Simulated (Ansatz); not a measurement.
Relaxation of CH$_{8}$Si$_{2}$Sn (12 atoms, charge 0, multiplicity 1), to a largest force component of 0.015 eV/Å in at most 40 steps.

Method: Ansatz, RKS B3LYP/def2-SVP.

```xyz
12
Properties=species:S:1:pos:R:3
Si -1.982 1.004 0.469
Sn 0.287 0.906 -0.497
C 1.293 -0.646 0.524
Si 1.146 -1.459 -1.074
H -2.717 2.217 -0.112
H -1.949 1.182 1.920
H -2.747 -0.168 0.109
H 1.387 2.321 -0.465
H 0.745 -1.085 1.406
H 2.392 -0.412 0.773
H -0.045 -2.437 -1.084
H 2.268 -1.479 -1.935
```

Where does it end, and by what steps?

The forces met the threshold. After 19 steps the energy has fallen by 0.706 eV; H6 moved furthest, 0.73 Å.

```
step  energy less start (eV)  largest force component (eV/Å)  accepted
   0                  0.0000                           3.297       yes
   1                 -0.6128                           0.968       yes
   2                 -0.6812                           0.279       yes
   3                 -0.6864                           0.082       yes
   4                 -0.6883                           0.053       yes
   5                 -0.6684                           0.406        no
   6                 -0.6955                           0.046       yes
   7                 -0.6983                           0.070       yes
   8                 -0.6986                           0.149       yes
   9                 -0.7010                           0.081       yes
  10                 -0.7029                           0.082       yes
  11                 -0.7039                           0.057       yes
  12                 -0.7046                           0.049       yes
  13                 -0.7050                           0.044       yes
  14                 -0.7054                           0.031       yes
  15                 -0.7058                           0.025       yes
  16                 -0.7060                           0.034       yes
  17                 -0.7062                           0.025       yes
  18                 -0.7063                           0.019       yes
  19                 -0.7063                           0.007       yes
```

```xyz
12
Properties=species:S:1:pos:R:3
Si -2.099 1.198 0.543
Sn 0.250 0.855 -0.462
C 1.344 -0.854 0.601
Si 1.198 -1.365 -1.193
H -2.953 1.999 -0.382
H -2.026 1.902 1.857
H -2.725 -0.143 0.740
H 1.291 2.223 -0.456
H 0.748 -1.401 1.342
H 2.337 -0.590 0.986
H 0.272 -2.482 -1.525
H 2.438 -1.398 -2.016
```

Whether the end is a true minimum wasn't checked by a vibrational analysis.

Run time: 90 s on 2 threads of Intel(R) Xeon(R) Platinum 8259CL CPU @ 2.50GHz (Skylake/Cascade Lake), with other jobs on the host, peak memory 0.32 GiB.
